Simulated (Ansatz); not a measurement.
Ansatz (a quantum-chemistry and plane-wave program) input (HF/3-21G): The .json file is the Basis Set Exchange's 3-21G.

Ansatz 0.2 input:
```yaml
crystal:
  periodic: [false, false, false]
  atoms:
    - {symbol: V, position_ang: [0.02873281, -0.05367244, -0.16149280]}
    - {symbol: O, position_ang: [-1.23514788, -0.93093280, 0.00786896]}
    - {symbol: O, position_ang: [-0.34815533, 1.38121394, -0.60276362]}
    - {symbol: F, position_ang: [1.33395233, -0.26308700, 0.94149909]}
basis:
  gaussian:
    orbitals: 3-21G.json
hamiltonian:
  xc: {name: HF}
phonons: {temperatures: {t_min: 298.15, t_max: 298.15, t_step: 100}}
```

Output:

```
Functional definition: HF
integrals: 0.01 GiB planned
593 factors; integrals over basis functions are off by at most 1.6e-4 eV
mean field: 0.12 GiB planned
mean field evaluation 1: about -32252.3973 eV, gradient 1.0e2 eV
mean field evaluation 2: about -32252.4783 eV, gradient 1.0e2 eV
mean field evaluation 4: about -32273.0235 eV, gradient 4.2e1 eV
mean field evaluation 8: about -32275.6244 eV, gradient 7.9e-1 eV
mean field evaluation 16: about -32275.6419 eV, gradient 3.7e-5 eV
mean field evaluation 32: about -32258.3947 eV, gradient 7.1e1 eV
mean field evaluation 64: about -32272.3662 eV, gradient 1.5e1 eV
mean field evaluation 96: about -32275.6419 eV, gradient 3.7e-5 eV
mean field -32275.64188891 eV, -1186.1079622016 hartree, gradient 3.7e-5 eV, S^2 0.000000; 0 other end points of the search recorded, 0 dependent functions left out
the calculation of the forces begins
reference -32275.64188891 eV, -1186.1079622016 hartree; 24, 24 occupied and 32, 32 virtual orbitals, 593 factors
these checks for a lower state are left out or cut short: stability, starts, cluster_reference, orbital_swaps, neighbouring_geometries, increment
integrals: 0.01 GiB planned
593 factors; integrals over basis functions are off by at most 1.6e-4 eV
mean field: 0.12 GiB planned
mean field -32275.64163450 eV, -1186.1079528523 hartree, gradient 3.4e-6 eV, S^2 0.000000; 0 other end points of the search recorded, 0 dependent functions left out
the calculation of the forces begins
reference -32275.64163450 eV, -1186.1079528523 hartree; 24, 24 occupied and 32, 32 virtual orbitals, 593 factors
these checks for a lower state are left out or cut short: stability, starts, cluster_reference, orbital_swaps, neighbouring_geometries, increment
integrals: 0.01 GiB planned
593 factors; integrals over basis functions are off by at most 1.6e-4 eV
mean field: 0.12 GiB planned
mean field -32275.64163262 eV, -1186.1079527832 hartree, gradient 3.4e-6 eV, S^2 0.000000; 0 other end points of the search recorded, 0 dependent functions left out
the calculation of the forces begins
reference -32275.64163262 eV, -1186.1079527832 hartree; 24, 24 occupied and 32, 32 virtual orbitals, 593 factors
these checks for a lower state are left out or cut short: stability, starts, cluster_reference, orbital_swaps, neighbouring_geometries, increment
integrals: 0.01 GiB planned
593 factors; integrals over basis functions are off by at most 1.6e-4 eV
mean field: 0.12 GiB planned
mean field -32275.64169620 eV, -1186.1079551196 hartree, gradient 3.4e-6 eV, S^2 0.000000; 0 other end points of the search recorded, 0 dependent functions left out
the calculation of the forces begins
reference -32275.64169620 eV, -1186.1079551196 hartree; 24, 24 occupied and 32, 32 virtual orbitals, 593 factors
these checks for a lower state are left out or cut short: stability, starts, cluster_reference, orbital_swaps, neighbouring_geometries, increment
integrals: 0.01 GiB planned
593 factors; integrals over basis functions are off by at most 1.6e-4 eV
mean field: 0.12 GiB planned
mean field evaluation 128: about -32275.6401 eV, gradient 9.9e-1 eV
mean field -32275.64169372 eV, -1186.1079550285 hartree, gradient 3.4e-6 eV, S^2 0.000000; 0 other end points of the search recorded, 0 dependent functions left out
the calculation of the forces begins
reference -32275.64169372 eV, -1186.1079550285 hartree; 24, 24 occupied and 32, 32 virtual orbitals, 593 factors
these checks for a lower state are left out or cut short: stability, starts, cluster_reference, orbital_swaps, neighbouring_geometries, increment
integrals: 0.01 GiB planned
593 factors; integrals over basis functions are off by at most 1.6e-4 eV
mean field: 0.12 GiB planned
mean field -32275.64173124 eV, -1186.1079564073 hartree, gradient 3.4e-6 eV, S^2 0.000000; 0 other end points of the search recorded, 0 dependent functions left out
the calculation of the forces begins
reference -32275.64173124 eV, -1186.1079564073 hartree; 24, 24 occupied and 32, 32 virtual orbitals, 593 factors
these checks for a lower state are left out or cut short: stability, starts, cluster_reference, orbital_swaps, neighbouring_geometries, increment
integrals: 0.01 GiB planned
593 factors; integrals over basis functions are off by at most 1.6e-4 eV
mean field: 0.12 GiB planned
mean field -32275.64173243 eV, -1186.1079564510 hartree, gradient 3.4e-6 eV, S^2 0.000000; 0 other end points of the search recorded, 0 dependent functions left out
the calculation of the forces begins
reference -32275.64173243 eV, -1186.1079564510 hartree; 24, 24 occupied and 32, 32 virtual orbitals, 593 factors
these checks for a lower state are left out or cut short: stability, starts, cluster_reference, orbital_swaps, neighbouring_geometries, increment
integrals: 0.01 GiB planned
593 factors; integrals over basis functions are off by at most 1.6e-4 eV
mean field: 0.12 GiB planned
mean field evaluation 160: about -32275.6418 eV, gradient 2.6e-6 eV
mean field -32275.64180912 eV, -1186.1079592693 hartree, gradient 3.4e-6 eV, S^2 0.000000; 0 other end points of the search recorded, 0 dependent functions left out
the calculation of the forces begins
reference -32275.64180912 eV, -1186.1079592693 hartree; 24, 24 occupied and 32, 32 virtual orbitals, 593 factors
these checks for a lower state are left out or cut short: stability, starts, cluster_reference, orbital_swaps, neighbouring_geometries, increment
integrals: 0.01 GiB planned
593 factors; integrals over basis functions are off by at most 1.6e-4 eV
mean field: 0.12 GiB planned
mean field -32275.64180811 eV, -1186.1079592324 hartree, gradient 3.4e-6 eV, S^2 0.000000; 0 other end points of the search recorded, 0 dependent functions left out
the calculation of the forces begins
reference -32275.64180811 eV, -1186.1079592324 hartree; 24, 24 occupied and 32, 32 virtual orbitals, 593 factors
these checks for a lower state are left out or cut short: stability, starts, cluster_reference, orbital_swaps, neighbouring_geometries, increment
integrals: 0.01 GiB planned
593 factors; integrals over basis functions are off by at most 1.6e-4 eV
mean field: 0.12 GiB planned
mean field -32275.64188134 eV, -1186.1079619233 hartree, gradient 3.4e-6 eV, S^2 0.000000; 0 other end points of the search recorded, 0 dependent functions left out
the calculation of the forces begins
reference -32275.64188134 eV, -1186.1079619233 hartree; 24, 24 occupied and 32, 32 virtual orbitals, 593 factors
these checks for a lower state are left out or cut short: stability, starts, cluster_reference, orbital_swaps, neighbouring_geometries, increment
integrals: 0.01 GiB planned
593 factors; integrals over basis functions are off by at most 1.6e-4 eV
mean field: 0.12 GiB planned
mean field -32275.64188261 eV, -1186.1079619702 hartree, gradient 3.4e-6 eV, S^2 0.000000; 0 other end points of the search recorded, 0 dependent functions left out
the calculation of the forces begins
reference -32275.64188261 eV, -1186.1079619702 hartree; 24, 24 occupied and 32, 32 virtual orbitals, 593 factors
these checks for a lower state are left out or cut short: stability, starts, cluster_reference, orbital_swaps, neighbouring_geometries, increment
integrals: 0.01 GiB planned
593 factors; integrals over basis functions are off by at most 1.6e-4 eV
mean field: 0.12 GiB planned
mean field evaluation 192: about -32275.6418 eV, gradient 1.2e-3 eV
mean field -32275.64182083 eV, -1186.1079596998 hartree, gradient 3.4e-6 eV, S^2 0.000000; 0 other end points of the search recorded, 0 dependent functions left out
the calculation of the forces begins
reference -32275.64182083 eV, -1186.1079596998 hartree; 24, 24 occupied and 32, 32 virtual orbitals, 593 factors
these checks for a lower state are left out or cut short: stability, starts, cluster_reference, orbital_swaps, neighbouring_geometries, increment
integrals: 0.01 GiB planned
593 factors; integrals over basis functions are off by at most 1.6e-4 eV
mean field: 0.12 GiB planned
mean field -32275.64182089 eV, -1186.1079597020 hartree, gradient 3.3e-6 eV, S^2 0.000000; 0 other end points of the search recorded, 0 dependent functions left out
the calculation of the forces begins
reference -32275.64182089 eV, -1186.1079597020 hartree; 24, 24 occupied and 32, 32 virtual orbitals, 593 factors
these checks for a lower state are left out or cut short: stability, starts, cluster_reference, orbital_swaps, neighbouring_geometries, increment
integrals: 0.01 GiB planned
593 factors; integrals over basis functions are off by at most 1.6e-4 eV
mean field: 0.12 GiB planned
mean field -32275.64185744 eV, -1186.1079610450 hartree, gradient 3.4e-6 eV, S^2 0.000000; 0 other end points of the search recorded, 0 dependent functions left out
the calculation of the forces begins
reference -32275.64185744 eV, -1186.1079610450 hartree; 24, 24 occupied and 32, 32 virtual orbitals, 593 factors
these checks for a lower state are left out or cut short: stability, starts, cluster_reference, orbital_swaps, neighbouring_geometries, increment
integrals: 0.01 GiB planned
593 factors; integrals over basis functions are off by at most 1.6e-4 eV
mean field: 0.12 GiB planned
mean field evaluation 224: about -32275.6419 eV, gradient 1.7e-4 eV
mean field -32275.64185847 eV, -1186.1079610831 hartree, gradient 3.4e-6 eV, S^2 0.000000; 0 other end points of the search recorded, 0 dependent functions left out
the calculation of the forces begins
reference -32275.64185847 eV, -1186.1079610831 hartree; 24, 24 occupied and 32, 32 virtual orbitals, 593 factors
Total energy: -32275.64188891 eV, -1186.1079622016 hartree
Atom 0 at     0.028733    -0.053672    -0.161493 Å, force     0.000389     0.000022     0.000648 eV/Å
Atom 1 at    -1.235148    -0.930933     0.007869 Å, force    -0.000059     0.000225    -0.000238 eV/Å
Atom 2 at    -0.348155     1.381214    -0.602764 Å, force    -0.000226    -0.000211    -0.000123 eV/Å
Atom 3 at     1.333952    -0.263087     0.941499 Å, force    -0.000105    -0.000036    -0.000288 eV/Å
Dipole moment:     0.371272    -0.268543    -0.477532 e Å
Vibrations: 159.77 275.78 423.58 879.33 1275.54 1292.44 cm⁻¹, zero-point energy 0.266965 eV
```

The blocks after the first are displaced geometries, from whose forces the wavenumbers follow.
